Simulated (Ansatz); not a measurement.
Input for Ansatz (a first-principles code): R-RI-MP2/def2-TZVPPD on dimethyl telluride (SMILES C[Te]C) with ghost functions, monomers drawn apart or pushed together. Elements past Kr take the def2 small-core potentials; no spin–orbit coupling. Files ending in .json are basis or fitting sets from the Basis Set Exchange. The run froze 11 orbitals, filled d shells among them.

Ansatz 0.2 input:
```yaml
crystal:
  periodic: [false, false, false]
  atoms:
    - {symbol: C, position_ang: [0.22529050, -1.31212054, 0.07419019]}
    - {symbol: Te, position_ang: [0.16601861, 0.84194480, 0.09775563]}
    - {symbol: C, position_ang: [0.17101836, 1.03980969, -2.05468361]}
    - {symbol: H, position_ang: [1.13179005, -1.64569210, -0.42379263]}
    - {symbol: H, position_ang: [0.22860427, -1.61950785, 1.11655451]}
    - {symbol: H, position_ang: [-0.65659520, -1.69481641, -0.43258099]}
    - {symbol: H, position_ang: [1.07943997, 0.60091944, -2.45896897]}
    - {symbol: H, position_ang: [0.14297253, 2.10269378, -2.28492568]}
    - {symbol: H, position_ang: [-0.70800100, 0.55187579, -2.46765398]}
basis:
  gaussian:
    orbitals: def2-TZVPPD.json
    fitting: {mean_field: def2-universal-JKFIT, correlation: def2-TZVPPD-RIFIT.json}
    ghost_atoms:
      - {symbol: O, position_ang: [0.17385568, -0.54073470, 5.91744291]}
      - {symbol: H, position_ang: [-0.60777088, 0.02278265, 5.91937265]}
      - {symbol: H, position_ang: [0.92301764, 0.06518510, 5.92804667]}
magnetization: {spin_polarized: false}
correlation: {method: mp2, electrons: outside_noble_gas}
scf: {lower_state_search: off}
```

Output:

```
WARN ansatz: RAYON_NUM_THREADS=1 ignored (pool sized by the plan → 1); use --threads N
Functional definition: HF
these checks for a lower state are left out or cut short: stability, starts, cluster_reference, orbital_swaps, neighbouring_geometries, increment
integrals: 0.36 GiB planned
589 factors; integrals over basis functions are off by at most 9.6e-1 eV
mean field: 0.63 GiB planned
mean field evaluation 1: about -9419.9890 eV, gradient 2.7e1 eV
mean field evaluation 2: about -9421.6135 eV, gradient 1.2e1 eV
mean field evaluation 4: about -9421.9981 eV, gradient 1.0e0 eV
mean field -9422.00150074 eV, -346.2521686901 hartree, gradient 2.0e-6 eV, S^2 0.000000; 0 other end points of the search recorded, 0 dependent functions left out
11 core orbitals not correlated
788 factors; their error is unknown
reference -9422.00150074 eV, -346.2521686901 hartree; 10, 10 occupied and 288, 288 virtual orbitals, 788 factors
second order -13.67207905 eV of doubles, -0.00000000 eV of singles
Total energy: -9435.67357978 eV, -346.7546083278 hartree
Checks for a lower state left out: stability, starts, cluster_reference, orbital_swaps, neighbouring_geometries, increment
```

The calculation finished and met its thresholds.

Cost: roughly 5 core-seconds.
